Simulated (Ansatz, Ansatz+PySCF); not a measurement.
```yaml
atoms:
  - { symbol: O, position_ang: [0.0000, 0.0000, -0.3906] }
  - { symbol: H, position_ang: [0.0000, 0.0000, 3.1246] }
  - { symbol: Li, position_ang: [30.0000, 0.0000, -0.3995] }
  - { symbol: H, position_ang: [30.0000, 0.0000, 1.1984] }
```

Basis set: 6-31G (spherical functions). Left uncorrelated: 1 orbital. Charge 0, multiplicity 2.

Computed with Ansatz (development build ahead of 0.2.0); each method stands on the lowest determinant of its kind that the runs found.

Give the atomization energy at this shape (free ground-state atoms in the same class of orbitals less the molecule, no zero-point energy) of doublet LiH₂O in separate pieces by UHF-CCSD(T), UHF-MP2, UHF.

```json
{"method": "UHF-CCSD(T)", "atomization energy": "1.87 eV"}
{"method": "UHF-MP2", "atomization energy": "1.69 eV"}
{"method": "UHF", "atomization energy": "1.36 eV"}
```

Caution: the unrestricted determinant is a mixture of spin states. Caution for UHF-CCSD(T), UHF-MP2: a plain start can end on a higher determinant; bonds are stretched, where a single reference can fail.

This basis has no polarisation functions and is too small for such energies, which can lie far from measured ones in either direction.
